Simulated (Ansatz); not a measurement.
Swapping NH2 for F on Nb: the dipole moment

Gas-phase molecules. On one Nb centre that keeps NH, n of the NH2 ligands are replaced by F. The dipole moment y in D at wB97M-V/def2-TZVPP. Shapes: PBE0-D4/def2-TZVP. Flexible molecules stand in one conformer, not always the lowest. Programs: Ansatz 0.2.0.

```
molecule  n  y (D)
  NbN4H7  0   1.20
 NbN3H5F  1   2.44
NbN2H3F2  2      ?
  NbNHF3  3   1.09
```

Problem. Fit y = c + s·n to the known rows and predict NbN2H3F2.

Solution. 
1. Means of the 3 rows: n = 1.33333, y = 1.577.
2. Σ(Δn)² = 4.6667, Σ(Δn·Δy) = -0.59667, so the slope is -0.59667/4.6667 = -0.12786.
3. Intercept: 1.577 − (-0.12786) × 1.33333 = 1.747. The largest residual of the fit is 0.82.
4. NbN2H3F2: 1.747 + (-0.12786) × 2 = 1.49 D.

The run gave 2.47 D, so the prediction is off by -0.98 D, about the largest residual. The steps per swap are uneven (+1.24, +0.03, -1.38), so a line is a poor model. Dipoles add as vectors. Other levels give for NbN2H3F2: r2SCAN-D4/def2-TZVPP 2.49; B3LYP-D4/def2-TZVPP 2.54 D. For atoms past krypton def2 sets carry core potentials with scalar relativity. The series isn't monotonic at this level.
